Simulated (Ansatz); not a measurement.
Start from `C[C@H]1C[C@@H]1S` and change one atom or group to get `C[C@H]1C[C@@H]1Br`.

Ansatz, PBE0-D4/def2-TZVP geometries, multiplicity 1. Each molecule was computed in one conformer, which needn't be the lowest.

Scalar relativity is left out up to krypton.

| property | `C[C@H]1C[C@@H]1S` |
| --- | --- |
| HOMO energy (PBE/def2-TZVPP) / eV | -5.46 |
| LUMO energy (ωB97M-V/def2-TZVPP) / eV | 2.45 |
| HOMO energy (PBE0/def2-TZVPP) / eV | -6.68 |
| HOMO–LUMO gap (PBE0/def2-TZVPP) / eV | 7.38 |
| size of the dipole moment (B3LYP/def2-TZVPP) / D | 1.68 |
| LUMO energy (PBE0/def2-TZVPP) / eV | 0.70 |

**Question.** Give the same properties after the change, and the shifts. (Estimate.)

**Answer.** Computed: 
| property | `C[C@H]1C[C@@H]1Br` | shift |
| --- | --- | --- |
| HOMO energy (PBE/def2-TZVPP) / eV | -6.16 | -0.70 |
| LUMO energy (ωB97M-V/def2-TZVPP) / eV | 2.19 | -0.26 |
| HOMO energy (PBE0/def2-TZVPP) / eV | -7.41 | -0.73 |
| HOMO–LUMO gap (PBE0/def2-TZVPP) / eV | 7.59 | 0.21 |
| size of the dipole moment (B3LYP/def2-TZVPP) / D | 2.11 | 0.43 |
| LUMO energy (PBE0/def2-TZVPP) / eV | 0.18 | -0.52 |

With PBE0 the HOMO falls by 0.73 eV and the LUMO falls by 0.52 eV, so the gap widens by about 0.21 eV. PBE moves the HOMO by -0.70 eV and ωB97M-V by -0.72 eV. Dipoles are sizes alone; their direction can turn.

B3LYP here is the variant with VWN-RPA as its local correlation; programs differ in this.

Spin–orbit coupling is left out; it splits and shifts lone-pair levels of the heavy atoms by tenths of an eV.
